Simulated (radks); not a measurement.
Pm, configuration [Xe] 4f5 6s2 (the NIST ground configuration). Method: Dirac Kohn-Sham, PBE, spin-unpolarised, spherical densities, finite nucleus; open shells are shared between the two j in proportion to 2j + 1; Fermi nuclear charge, rms radius 4.962 fm; computed with a radial shooting solver on a logarithmic mesh with Libxc functionals.

Unscreened Slater integrals over Kohn-Sham orbitals (eV). Large and small components are both included. Empty in this configuration: 5d3/2.

\begin{tabular}{lr}
integral & value \\ \hline
F0(4f7/2,4f7/2) & 24.262 \\
F2(4f7/2,4f7/2) & 10.992 \\
F4(4f7/2,4f7/2) & 6.8002 \\
F6(4f7/2,4f7/2) & 4.8662 \\
F0(4f7/2,4f5/2) & 24.479 \\
F2(4f7/2,4f5/2) & 11.107 \\
F4(4f7/2,4f5/2) & 6.8743 \\
G2(4f7/2,4f5/2) & 11.088 \\
G4(4f7/2,4f5/2) & 6.8633 \\
G6(4f7/2,4f5/2) & 4.9122 \\
F0(4f7/2,6s1/2) & 7.2786 \\
G3(4f7/2,6s1/2) & 0.31210 \\
F0(4f7/2,5p3/2) & 16.595 \\
F2(4f7/2,5p3/2) & 6.0238 \\
G2(4f7/2,5p3/2) & 3.5835 \\
G4(4f7/2,5p3/2) & 2.6610 \\
F0(4f7/2,5d3/2) & 10.285 \\
F2(4f7/2,5d3/2) & 2.4725 \\
G3(4f7/2,5d3/2) & 1.0924 \\
G5(4f7/2,5d3/2) & 0.79353 \\
F0(4f5/2,4f5/2) & 24.699 \\
F2(4f5/2,4f5/2) & 11.226 \\
F4(4f5/2,4f5/2) & 6.9506 \\
F0(4f5/2,6s1/2) & 7.2886 \\
G3(4f5/2,6s1/2) & 0.29818 \\
F0(4f5/2,5p3/2) & 16.675 \\
F2(4f5/2,5p3/2) & 6.0026 \\
G2(4f5/2,5p3/2) & 3.5238 \\
G4(4f5/2,5p3/2) & 2.6253 \\
F0(4f5/2,5d3/2) & 10.311 \\
F2(4f5/2,5d3/2) & 2.4397 \\
G1(4f5/2,5d3/2) & 1.4996 \\
G3(4f5/2,5d3/2) & 1.0582 \\
F0(6s1/2,6s1/2) & 5.6106 \\
F0(6s1/2,5p3/2) & 7.0403 \\
G1(6s1/2,5p3/2) & 0.50976 \\
F0(6s1/2,5d3/2) & 6.2637 \\
G2(6s1/2,5d3/2) & 2.2089 \\
F0(5p3/2,5p3/2) & 14.227 \\
F2(5p3/2,5p3/2) & 7.6345 \\
F0(5p3/2,5d3/2) & 9.6822 \\
F2(5p3/2,5d3/2) & 4.1234 \\
G1(5p3/2,5d3/2) & 4.5944 \\
G3(5p3/2,5d3/2) & 2.7833 \\
F0(5d3/2,5d3/2) & 7.6948 \\
F2(5d3/2,5d3/2) & 3.6899 \\
\end{tabular}
